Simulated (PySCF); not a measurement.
SbCl₂⁺: bending curve

Method: PBE0/[Sb def2-TZVP with ECP28, Cl def2-TZVP], scalar-relativistic core potentials, density fitting, no spin–orbit coupling, PySCF.

Rigid scan from the singlet minimum (Sb–Cl 2.252 Å (×2); Cl–Sb–Cl 100.1°). Coordinate: the Cl–Sb–Cl angle, bonds fixed. Energies in kJ/mol from the minimum.

```
bond angle (°)  E (kJ/mol)  dipole size (D, about the centre of mass)
            80        46.3                                       2.65
            90         9.7                                       2.27
           100         0.0                                       1.92
           110         6.9                                       1.58
           120        25.7                                       1.25
           130        53.5                                       0.94
           140        88.1                                       0.64
           150       126.8                                       0.38
           160       165.5                                       0.18
           170       196.3                                       0.05
           180       208.7                                       0.00
```

With the bonds held, the linear shape lies 208.7 kJ/mol from the minimum.

Other isomers or separated fragments may lie lower.

The scan took 41 s on 2 threads of a shared Intel Xeon @ 2.50GHz (Skylake/Cascade Lake) host; the process peaked at 1.1 GiB.
